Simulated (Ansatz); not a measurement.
Single points on B6N.

```yaml
crystal:
  periodic: [false, false, false]
  atoms:
    - {symbol: N, position_ang: [-1.934746, 0.800228, 0.150604]}
    - {symbol: B, position_ang: [2.148820, 0.080042, -0.088836]}
    - {symbol: B, position_ang: [0.903345, 0.942267, 0.036280]}
    - {symbol: B, position_ang: [-0.233340, -1.405658, -0.103504]}
    - {symbol: B, position_ang: [1.299075, -1.192188, -0.154143]}
    - {symbol: B, position_ang: [-0.670575, 1.240450, 0.130170]}
    - {symbol: B, position_ang: [-1.512578, -0.465140, 0.029418]}
basis:
  gaussian: {orbitals: def2-TZVP, initial_orbitals: start.molden}
magnetization: {spin_polarized: true, initial_magnetization: 1}
hamiltonian: {xc: {name: wB97X-V}}
scf: {omitted_lower_state_checks: [starts]}
output: {orbitals: {seedname: orbitals}}
```

The file start.molden holds the orbitals of an earlier run on this structure, at another level or in another basis.

```sh
$ ansatz run in.yaml --threads 4 --pin off --events-out ev --progress --plain --max-ram 4787MiB
```

It prints (some lines left out):

```
Functional definition: wB97X-V
1169 factors; their error is unknown
306 factors; integrals over basis functions are off by at most 8.4e-6 eV
mean field evaluation 1: about -5540.5841 eV, gradient 6.4e0 eV
mean field evaluation 2: about -5540.6826 eV, gradient 1.7e-1 eV
mean field evaluation 4: about -5540.6781 eV, gradient 3.1e-3 eV
mean field evaluation 8: about -5540.6781 eV, gradient 2.1e-5 eV
mean field -5540.67812762 eV, -203.6161655834 hartree, gradient 2.1e-5 eV, S^2 0.799435; 0 other end points of the search recorded, 0 dependent functions left out
reference -5540.67812605 eV, -203.6161655260 hartree; 19, 18 occupied and 198, 199 virtual orbitals, 1169 factors
Total energy: -5540.67812605 eV, -203.6161655260 hartree
Checks for a lower state left out: starts
```

It took 29 s on 4 threads of Arm Neoverse V1 on a shared host, peak host memory 1.1 GiB.

As the first input, with `hamiltonian: {xc: r2scan, dispersion: d4}`, `output: {forces: true, orbitals: {seedname: orbitals}}` (abridged; 18 s):

```
Functional definition: r2SCAN
mean field evaluation 16: about -5539.5465 eV, gradient 5.9e-6 eV
mean field -5539.54645403 eV, -203.5745773463 hartree, gradient 5.9e-6 eV, S^2 0.798414
Total energy: -5539.60578038 eV, -203.5767575493 hartree
Atom 0 force    -0.238103     0.070928     0.016262 eV/Å
Atom 1 force    -0.361933    -0.114299     0.006867 eV/Å
Atom 2 force    -0.007028    -0.184695    -0.014826 eV/Å
Atom 3 force     0.006439     0.134213     0.010635 eV/Å
Atom 4 force    -0.128915     0.383809     0.036777 eV/Å
Atom 5 force     0.262661    -0.390755    -0.043112 eV/Å
Atom 6 force     0.466880     0.100800    -0.012604 eV/Å
Dipole moment:    -0.152502    -0.022781     0.004917 e Å
Checks for a lower state left out: starts
```

First input, but with `gaussian: {orbitals: def2-TZVPD, initial_orbitals: start.molden}`, `hamiltonian: {xc: pbe, dispersion: d4}` (abridged; 8 s):

```
Functional definition: PBE
mean field -5534.99229404 eV, -203.4072150533 hartree, gradient 1.5e-5 eV, S^2 0.764283
Total energy: -5535.25874482 eV, -203.4170069391 hartree
Checks for a lower state left out: starts
```

As the first input, with `hamiltonian: {xc: pbe, dispersion: d4}` (abridged; 3.6 s):

```
Functional definition: PBE
mean field -5534.97876854 eV, -203.4067180003 hartree, gradient 2.4e-5 eV, S^2 0.764265
Total energy: -5535.24521468 eV, -203.4165097156 hartree
Checks for a lower state left out: starts
```

First input, but with `gaussian: {orbitals: 6-31G}`, `hamiltonian: {xc: hf}` (abridged; 0.45 s):

```
Functional definition: HF
mean field evaluation 16: about -5502.7004 eV, gradient 1.6e-3 eV
mean field -5502.70037733 eV, -202.2205090027 hartree, gradient 2.4e-5 eV, S^2 1.699060
Total energy: -5502.70037733 eV, -202.2205090027 hartree
Checks for a lower state left out: starts
```

First input, but with `correlation: {method: mp2}` and without the key `hamiltonian` (abridged; 3.7 s):

```
Functional definition: HF
mean field -5506.98774570 eV, -202.3780668840 hartree, gradient 3.0e-6 eV, S^2 1.663686
7 core orbitals not correlated: weight in the atoms' cores, before any rotation towards them, 1.000 or more for the frozen orbitals, at most 0.000 for the correlated occupied ones
second order -18.57864177 eV of doubles, -0.00000000 eV of singles
Total energy: -5525.56638747 eV, -203.0608193762 hartree
Checks for a lower state left out: starts
```

First input, but with `hamiltonian: {xc: pbe0, dispersion: d4}` (abridged; 6.5 s):

```
Functional definition: PBE0
mean field -5535.27220542 eV, -203.4175016069 hartree, gradient 9.7e-6 eV, S^2 0.795082
Total energy: -5535.49658786 eV, -203.4257475093 hartree
Checks for a lower state left out: starts
```

Geometry: B3LYP-D4/def2-SVP.

Correlated methods freeze 7 core orbitals. At HF/6-31G, MP2/def2-TZVP the charge 0 doublet is spin-contaminated (final ⟨S²⟩ up to 1.70, 0.75 for a pure state). Another isomer (doublet) lies 0.19 eV lower at PBE0-D4/def2-TZVP; other spin states weren't run for this one.
